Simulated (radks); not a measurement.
Question: Charge is removed step by step from the 4d (averaged over the sub-levels emptied) level of the molybdenum ion Mo+, starting from [Kr] 4d5. Code: a radial shooting solver on a logarithmic mesh with Libxc functionals. Model: Dirac Kohn-Sham, BLYP, spin-unpolarised, spherical densities, point nucleus; open shells are shared between the two j in proportion to 2j + 1. At the starting occupation the eigenvalue is -10.369 eV. Estimate the energy to remove one whole electron from this level, the eigenvalue at the end, and how far E(n) bends from a straight line.

Answer: Delta-SCF 15.401 eV; final eigenvalue -20.750 eV; the deviation from the straight line is -1.299 eV at 0.5 electron removed, the largest on the grid computed. Slater's transition state (half an electron removed) gives 15.322 eV. Integrating minus the eigenvalue over the occupation (Janak's theorem) gives 15.401 eV. The mean slope of the eigenvalue, de/dn, is 10.4 eV per electron. Ionisation energy of Mo+ in the NIST Atomic Spectra Database: 16.2 eV (semi-empirical).

Beside tabulated values, note that spin-unpolarised runs miss the spin-polarisation part of the exchange energy of open shells.
